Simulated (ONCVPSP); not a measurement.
## An all-electron radial function and its pseudo partner (silicon (Si))

Columns: radius, all-electron u(r) and pseudo u(r) of the 3s shell (level -12.67 eV) of silicon in the configuration [Ne] 3s2 3p1.75; PBE, non-relativistic, ONCV scheme, ONCVPSP 4.0.1.

```
r (bohr)  all-electron  pseudo
   0.082        0.1581  0.0093
   0.165       -0.0413  0.0206
   0.248       -0.2298  0.0356
   0.330       -0.3263  0.0554
   0.413       -0.3375  0.0817
   0.495       -0.2867  0.1142
   0.578       -0.1964  0.1541
   0.660       -0.0871  0.1997
   0.742        0.0293  0.2508
   0.825        0.1454  0.3067
   0.908        0.2545  0.3651
   0.990        0.3522  0.4237
   1.072        0.4382  0.4813
   1.155        0.5130  0.5366
   1.238        0.5758  0.5874
   1.320        0.6267  0.6317
   1.402        0.6674  0.6690
   1.485        0.6988  0.6991
   1.568        0.7212  0.7212
   1.650        0.7353  0.7353
   1.733        0.7424  0.7424
   1.815        0.7432  0.7432
   1.898        0.7386  0.7386
   1.980        0.7295  0.7295
   2.062        0.7166  0.7166
   2.145        0.7003  0.7003
```

(1) How many radial nodes do the two functions have?

(2) At about which radius was the pseudo-wave matched?

(3) Is the pseudo-wave norm-conserving?

## Answers

(1) The all-electron 3s function has n − l − 1 = 2; the pseudo-wave has 0, since the states of the same l below it are removed with the core.

(2) 1.65 bohr. The columns agree to 0.0005 from 1.49 bohr on; several derivatives are matched, so the curves merge somewhat inside the radius.

(3) Yes: the ONCV scheme keeps the norm inside the radius equal to the all-electron one, which fixes the energy derivative of the logarithmic derivative at the level.
